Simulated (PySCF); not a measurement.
## Two-component Hartree-Fock for Sr (strontium, neutral)

Start: [Kr] 5s1 5p1; 5s1/2 filled at m_j = +1/2; 5p3/2 filled at m_j = +3/2. Calculated with PySCF 2.14 in x2c-TZVPall-2c with one added diffuse shell each of s, p, d type (9s10p8d1f, 86 functions): generalised Hartree-Fock with the X2C-1e Hamiltonian and a Gaussian nucleus; one run each with spin-orbit coupling (SO) switched off, then screened by Boettger's factors. This is a chosen level, not necessarily the ground level.

```csv
spinor shell,electrons,"ε, spin-free (eV)","ε, screened SO (eV)",weight of nominal j (screened SO),"rms radius, screened SO (bohr)"
1s1/2,2,-16198.6,-16197.9,1.000,0.0451
2s1/2,2,-2262.5,-2262.3,1.000,0.187
2p1/2,2,-2004.7,-2051.8,1.000,0.164
3s1/2,2,-380.67,-380.65,1.000,0.524
3p1/2,2,-294.91,-302.50,1.000,0.528
3p3/2,4,-294.91,-291.33,1.000,0.539
3d3/2,4,-153.03,-154.19,1.000,0.545
3d5/2,6,-153.03,-152.26,1.000,0.548
4s1/2,2,-53.959,-53.976,1.000,1.46
4p1/2,2,-30.788,-31.663,0.995,1.66
4p3/2,4,-30.788,-30.405,0.998,1.69
5s1/2,1,-6.590,-6.596,0.996,4.71
5p3/2,1,-3.825,-3.802,1.000,6.03
```

**Question.** Where does 2p3/2 lie, and what is the 2p spin-orbit splitting (screened SO)?

**Answer.** At -1982.3 eV, 69.515 eV above 2p1/2.

| quantity | spin-free | screened SO |
| --- | --- | --- |
| E (hartree) | -3177.15428 | -3177.40197 |
| M_J | 2 | 2 |
| ⟨J²⟩ | 6.027 | 6.026 |
| ⟨L²⟩ | 2.026 | 2.031 |
| ⟨S²⟩ | 2.000 | 2.006 |

Each row is a mean over spinors that exchange with the open shell spreads, by up to 0.319 eV (4s1/2).

Breit and QED terms are absent; they matter most for the inner s and p1/2 levels.

Densities and radii are taken from the X2C orbitals without a picture-change correction, which distorts them close to the nucleus.

Without spin-orbit coupling the j labels of p, d and f shells carry no meaning; the spin-free column gives the mean over the occupied spinors of each nl shell.
